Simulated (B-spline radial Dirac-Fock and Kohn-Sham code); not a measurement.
X-ray form factors of gold in several charge states

These are calculated numbers from a B-spline atomic structure program; the model is configuration-average Dirac-Fock orbitals.

Configurations: Au⁶⁷⁺ [Ne] 3s2; Au⁶⁹⁺ [He] 2s2 2p6; Au⁷⁰⁺ [He] 2s2 2p5. The first column is f₀ of Au⁶⁷⁺, the others are differences from it.

```tsv
s (Å⁻¹)	Au⁶⁷⁺	Δ Au⁶⁹⁺	Δ Au⁷⁰⁺
0	12.000	-2.000	-3.000
0.05	11.998	-1.999	-2.999
0.1	11.992	-1.995	-2.995
0.15	11.982	-1.989	-2.988
0.2	11.969	-1.981	-2.979
0.25	11.952	-1.970	-2.968
0.3	11.930	-1.957	-2.954
0.35	11.905	-1.942	-2.938
0.4	11.877	-1.925	-2.919
0.45	11.844	-1.905	-2.898
0.5	11.809	-1.884	-2.874
0.6	11.727	-1.834	-2.821
0.7	11.631	-1.778	-2.759
0.8	11.523	-1.714	-2.690
0.9	11.404	-1.644	-2.614
1	11.274	-1.569	-2.532
1.1	11.134	-1.490	-2.445
1.2	10.985	-1.407	-2.353
1.4	10.665	-1.233	-2.162
1.6	10.323	-1.056	-1.964
```
